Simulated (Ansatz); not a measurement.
Mulliken charges of `F[SiH](F)[SiH](F)F` from ωB97M-V/def2-TZVPP in Ansatz (PBE0-D4/def2-TZVP geometry).

```json
{"atom": "F1", "x (Å)": "-1.633", "y (Å)": "0.056", "z (Å)": "-1.542", "charge (e)": "-0.290"}
{"atom": "Si2", "x (Å)": "-0.472", "y (Å)": "-0.728", "z (Å)": "-0.793", "charge (e)": "0.625"}
{"atom": "F3", "x (Å)": "-1.129", "y (Å)": "-1.959", "z (Å)": "-0.028", "charge (e)": "-0.294"}
{"atom": "Si4", "x (Å)": "0.517", "y (Å)": "0.689", "z (Å)": "0.814", "charge (e)": "0.625"}
{"atom": "F5", "x (Å)": "-0.623", "y (Å)": "1.388", "z (Å)": "1.671", "charge (e)": "-0.290"}
{"atom": "F6", "x (Å)": "1.316", "y (Å)": "1.828", "z (Å)": "0.043", "charge (e)": "-0.294"}
{"atom": "H7", "x (Å)": "0.453", "y (Å)": "-1.268", "z (Å)": "-1.814", "charge (e)": "-0.041"}
{"atom": "H8", "x (Å)": "1.455", "y (Å)": "0.028", "z (Å)": "1.748", "charge (e)": "-0.041"}
```

Q: By hand: the dipole of these point charges (1 e Å = 4.8032 D).

A: Σ q r = (0.549, -0.354, -0.026) e Å, of length 0.654 e Å = 3.14 D.

Q: How does the dipole of the full density compare? (An estimate is asked.)

A: Ansatz gave: (0.319, -0.205, -0.015) e Å, 1.82 D; the point charges give 1.73 times that, at 0° from its direction.

Point charges leave out the atoms' own dipoles, such as those of lone pairs, and Mulliken's split depends on the basis, so the two needn't agree.
